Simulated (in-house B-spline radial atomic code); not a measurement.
## How G0W0 and RPA depend on the start: the cadmium ion Cd¹⁹⁺

Configuration [Ar] 3d10 4s1, highest spin. Computed with an all-electron radial atomic-structure program (B-spline basis): all electrons, non-relativistic, point nucleus, each spin shell either full or empty, empty states to l = 9 with an (l + 1/2)⁻⁴ tail; G0W0 by contour deformation at full frequency.

Without relativity these are model numbers: it shifts the levels of so heavy an element strongly and can reorder them.

```
       start  mean-field 4s up (eV)  G0W0 (eV)  QP weight  RPA correlation (Eh)
Hartree-Fock                -532.04    -534.38      0.991               -2.1237
         PBE                -522.34          ?          ?                     ?
     LC-wPBE                -528.39          ?          ?                     ?
        PBE0                -524.95    -534.76      0.987               -2.2034
   CAM-B3LYP                -527.10    -534.75      0.987               -2.2039
```

(1) What G0W0 level, weight and RPA correlation energy follow from the PBE start?

(2) What G0W0 level, weight and RPA correlation energy follow from the LC-wPBE start?

(3) How much of the dependence on the start does G0W0 remove?

Results:

(1) G0W0 level -534.93 eV, weight 0.984, RPA correlation -2.2329 hartree.

(2) G0W0 level -534.78 eV, weight 0.988, RPA correlation -2.2138 hartree.

(3) The mean-field levels span 9.7 eV and the G0W0 levels 0.548 eV. Against 546.19 ± 0.17 eV (NIST, semi-empirical) the G0W0 removal energies are off by -11.81 to -11.26 eV, with relativity, Breit and QED terms left out.
